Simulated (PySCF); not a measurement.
## Computed spin Hamiltonian

Species: C4H12NSi (doublet state).
Numbering: `[CH3:1][C:2]([CH3:3])([NH2:4])[CH:5][SiH3:6]` (hydrogens: H7, H8, H9 on C1; H10, H11, H12 on C3; H13, H14 on N4; H15 on C5; H16, H17, H18 on Si6)

Structure used (GFN2-xTB), in Å, numbered top down from 1:
```
atom  x, y, z in Å
C1    -0.6609   -0.9789    1.2777
C2    -0.4494   -0.0772    0.0451
C3    -1.6417   -0.2635   -0.9192
N4    -0.3279    1.2940    0.5226
C5     0.8249   -0.4547   -0.6127
Si6    2.3678    0.5241   -0.3491
H7    -1.6154   -0.7516    1.7496
H8     0.1387   -0.7992    1.9904
H9    -0.6509   -2.0261    0.9883
H10   -1.7236   -1.3010   -1.2331
H11   -2.5715    0.0252   -0.4300
H12   -1.5063    0.3554   -1.8050
H13   -0.2825    1.9365   -0.2591
H14   -1.1224    1.5502    1.0987
H15    0.8070   -1.3685   -1.1861
H16    2.3030    1.8346   -1.0160
H17    3.4703   -0.2377   -0.9487
H18    2.6320    0.7451    1.0749
```

The hyperfine couplings belong to this conformer and change with its torsions.

Computed with PySCF, UKS B3LYP, pcH-1 on C H N Si, non-relativistic, mean-field spin-orbit, GIAO. The structure is a single GFN2-xTB conformer in the gas phase; no vibrational or solvent corrections. Couplings are sensitive to structure, and on GFN2-xTB geometries they can be far from those on DFT ones. The SCF solution wasn't tested for stability.

* g1, g2, g3: 2.00220, 2.00272, 2.00275
* g_iso: 2.00255
* Form of g: close to axial: the two nearest values differ by 5 % of g3 − g1
* ⟨S²⟩: 0.7536 (exact 0.7500)
* α and β electrons: 29, 28
* HOMO–LUMO gap, α and β orbitals: 6.49, 4.58 eV
* Total energy: -503.87128 Eh

Isotropic coupling and dipolar principal values T1 to T3, in MHz:

```tsv
atom	isotope	a_iso	of which spin–orbit	T1	T2	T3	Mulliken spin population
C1	13C	66.2	0.0	-4.9	-4.9	9.8	0.03
C2	13C	-28.4	0.0	-2.1	0.5	1.6	-0.07
C3	13C	38.3	0.0	-3.2	-3.1	6.2	0.02
N4	14N	2.6	0.0	-0.5	-0.3	0.8	0.00
C5	13C	79.7	-0.1	-74.7	-74.0	148.7	1.01
Si6	29Si	50.3	-0.1	-2.3	0.0	2.3	-0.04
H7	1H	26.8	0.0	-3.2	-1.5	4.8	0.01
H8	1H	-2.5	0.0	-5.4	-2.1	7.5	0.00
H9	1H	-0.7	0.0	-5.2	-2.4	7.5	0.00
H10	1H	-2.1	0.0	-3.4	-2.5	5.9	0.00
H11	1H	8.8	0.0	-2.4	-1.6	4.0	0.00
H12	1H	-1.7	0.0	-4.8	-2.1	6.9	0.00
H13	1H	-0.7	0.0	-3.5	-3.2	6.7	0.00
H14	1H	-0.6	0.0	-1.9	-1.6	3.5	0.00
H15	1H	-56.0	0.0	-35.9	-0.3	36.2	-0.04
H16	1H	74.1	0.0	-3.4	-1.7	5.1	0.04
H17	1H	-0.5	0.0	-3.4	-2.8	6.2	0.00
H18	1H	63.3	0.0	-3.3	-1.8	5.1	0.03
```

Largest spin populations (Mulliken): C5 (+1.01) and C2 (-0.07). No atom but C5 exceeds +0.15. The angles at C5 add up to 359.8°, so it is planar; its axial dipolar tensor and the negative coupling of its proton fit spin in a p orbital normal to that plane.

Under fast tumbling the dipolar parts average out, and these isotropic splittings remain: 1 × 1H (H15, I = 1/2, 2 lines) with 2.00 mT, 3 × 1H (H16/H17/H18, I = 1/2, 4 lines) with 1.63 mT, 6 × 1H (H7 (×6), I = 1/2, 7 lines) with 0.17 mT and 1 × 14N (N4, I = 1, 3 lines) with 0.09 mT.

Class means assume fast exchange of nuclei equivalent by connectivity; if that motion is slow, each nucleus keeps its own coupling. The three 1H nuclei of mean +45.6 MHz run from -0.5 to 74.1 MHz in the frozen geometry. The six 1H nuclei of mean +4.7 MHz run from -2.5 to 26.8 MHz in the frozen geometry.

The 13C coupling of C5 (79.7 MHz) shows only in satellite lines or after enrichment, since that isotope makes up about 1.07 % of natural carbon.

The 29Si coupling of Si6 (50.3 MHz) shows only in satellite lines or after enrichment, since that isotope makes up about 4.7 % of natural silicon.
